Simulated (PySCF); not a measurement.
Compound: C7H13Al.
Atom-mapped SMILES: `[CH2:1]=[C:2]([CH3:3])[C@H:4]1[CH2:5][CH2:6][CH2:7][AlH:8]1`

NICS is the negative of the GIAO shielding at a point without a nucleus: at the ring centre (0) and 1 Å above and below it (1); zz is the component along the ring normal. Level: GIAO PBE0/pcSseg-1 (PySCF, non-relativistic, gas phase) on the PBE0-D3(BJ)/def2-SVP geometry, one conformer.

Ring bond lengths (Å), with Mayer bond orders in brackets: C4–C5 1.539 (0.99), C5–C6 1.535 (1.03), C6–C7 1.541 (1.00), C7–Al8 1.967 (0.87), Al8–C4 1.986 (0.78).

Q: Give the NICS values of each ring in ppm.

A: 
| ring | type | NICS(0) | NICS(1), two faces | NICS(1)zz, two faces | rms pucker (Å) | centre to ring atoms, mean (Å) |
| --- | --- | --- | --- | --- | --- | --- |
| C4–C5–C6–C7–Al8 | 5-membered ring with Al; formal bonds all single | -3.8 | -3.6 / -2.9 | -1.2 / -1.7 | 0.20 | 1.42 |

Q: What do they say, and how far can they be read as aromaticity?

A: 
- C4–C5–C6–C7–Al8: mean NICS(1)zz -1.5 ppm, near zero. C4, C5, C6, C7 have four or more neighbours; no verdict on aromaticity is drawn.

Q: At the second NICS(1) probe listed for ring C4–C5–C6–C7–Al8, 1 Å off the ring, what do the in-plane components average?

A: The isotropic value is a third of the trace: (3 × -2.9 − (-1.7))/2 = -3.5 ppm.

Q: How do the values depend on the level or the medium?

A: 
```
                              level  NICS(0), C4–C5–C6–C7–Al8  mean NICS(1)zz, C4–C5–C6–C7–Al8
                 PBE0/pcSseg-1, gas                      -3.8                             -1.5
PBE0/pcSseg-1, IEF-PCM acetonitrile                      -3.9                             -1.4
       PBE0/pcSseg-1, IEF-PCM water                      -3.9                             -1.4
```

The geometry is the same throughout; the continuum's cavity takes Bondi-type radii × 1.2.
